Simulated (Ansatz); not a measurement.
Forces on a displaced structure

AlH2BrO (SMILES [OH][AlH][Br]), singlet, displaced at random from a GFN2-xTB minimum.

```
5
angstrom
O -0.9406 -0.2966 -0.4654
Al 0.3170 0.1657 0.2129
Br 2.1360 -1.0255 0.4927
H -1.8349 -0.4440 -0.7034
H 0.4610 1.5483 0.3852
```

Ansatz 0.2.0; basis: def2-TZVPP; cores frozen in the correlated methods. Filled d shells of the heavier atoms are correlated. The def2 sets are not built for correlating such inner shells, so the correlated values are less sure here.

CCSD(T) forces from the calculation:
```csv
atom,Fx,Fy,Fz (eV/Å)
O1,-6.113,-2.608,-3.042
Al2,5.227,0.209,2.230
Br3,0.803,-0.790,0.240
H4,-0.345,-0.161,-0.182
H5,0.427,3.350,0.753
```

Problem. Which atom feels the largest CCSD(T) force, and how large is it?

Solution. O1, 7.31 eV/Å, along (-0.84, -0.36, -0.42).

Root-mean-square difference of the force components from those of CCSD(T): PBE0-D4 0.111; wB97M-V 0.070; r2SCAN-D4 0.090; PBE-D4 0.174; r2SCANh-D4 0.105; revPBE-D4 0.164 eV/Å.

T1 diagnostic: at most 0.009.

For scale, one of the runs: CCSD(T)/def2-TZVPP forces, 149 basis functions (an equivalent command: `ansatz run in.yaml --threads 4`). The run took 77 s on 4 CPU threads (shared host), with 1.6 GiB of host memory at its peak.
